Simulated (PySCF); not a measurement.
Z-matrix (Å, degrees):
```
C
H 1 1.0932
H 1 1.0968 2 111.28
H 1 1.0968 2 111.30 3 123.41
O 1 1.4755 2 105.16 3 -118.28
C 5 1.3189 1 115.32 2 -179.50
O 6 1.1972 5 131.37 1 0.00
```
Charge 0, spin multiplicity 2.

**Question.** What is the computed dipole moment, highest occupied spin orbital and total energy (PBE-D3(BJ)/def2-TZVP in PySCF)?

**Answer.** 
| Property | Result |
|---|---|
| dipole moment | 2.70 D |
| highest occupied spin orbital | -5.28 eV |
| total energy | -6210.88 eV |
